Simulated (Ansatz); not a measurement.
`BCC1CO1` and `OCC1CO1` differ in one atom or group.

Ansatz, PBE0-D4/def2-TZVP geometries, multiplicity 1. Each molecule was computed in one conformer, which needn't be the lowest.

```json
{"property": "size of the dipole moment (B3LYP/def2-TZVPP) / D", "`BCC1CO1`": "2.21"}
{"property": "HOMO–LUMO gap (B3LYP/def2-TZVPP) / eV", "`BCC1CO1`": "5.92"}
{"property": "LUMO energy (ωB97M-V/def2-TZVPP) / eV", "`BCC1CO1`": "0.54"}
{"property": "HOMO energy (ωB97M-V/def2-TZVPP) / eV", "`BCC1CO1`": "-10.24"}
{"property": "size of the dipole moment (ωB97M-V/def2-TZVPP) / D", "`BCC1CO1`": "2.22"}
{"property": "HOMO energy (B3LYP/def2-TZVPP) / eV", "`BCC1CO1`": "-7.55"}
```

Q: What does the change do to each property? (Estimate.)

A: The calculation gave: 
```csv
property,`OCC1CO1`,shift
size of the dipole moment (B3LYP/def2-TZVPP) / D,1.94,-0.27
HOMO–LUMO gap (B3LYP/def2-TZVPP) / eV,8.52,2.60
LUMO energy (ωB97M-V/def2-TZVPP) / eV,2.87,2.33
HOMO energy (ωB97M-V/def2-TZVPP) / eV,-10.26,-0.02
size of the dipole moment (ωB97M-V/def2-TZVPP) / D,1.95,-0.27
HOMO energy (B3LYP/def2-TZVPP) / eV,-7.58,-0.03
```

Dipoles are sizes alone; their direction can turn.

B3LYP here is the variant with VWN-RPA as its local correlation; programs differ in this.
